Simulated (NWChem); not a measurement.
Species: MgHCl; SMILES [MgH][Cl]

```xyz
3

Mg    -0.0019     1.1358     0.0000
H     -0.0077     2.8290     0.0000
Cl     0.0014    -1.0756     0.0000
```
Atoms are numbered in this order, from 1.

Structure relaxed at the B3LYP/6-31G* (spherical d) level.

**Question.** Give the principal values of the shielding tensors (ppm) of Mg1, Cl3 from PBE0/pcSseg-2, GIAO (NWChem), with their diamagnetic and paramagnetic parts as GIAO splits them.

**Answer.** 
```tsv
atom	σ11	σ22	σ33	isotropic	diamagnetic	paramagnetic
Mg1	373.3	373.3	711.0	485.9	710.2	-224.4
Cl3	960.0	960.0	1150.9	1023.6	1148.7	-125.0
```
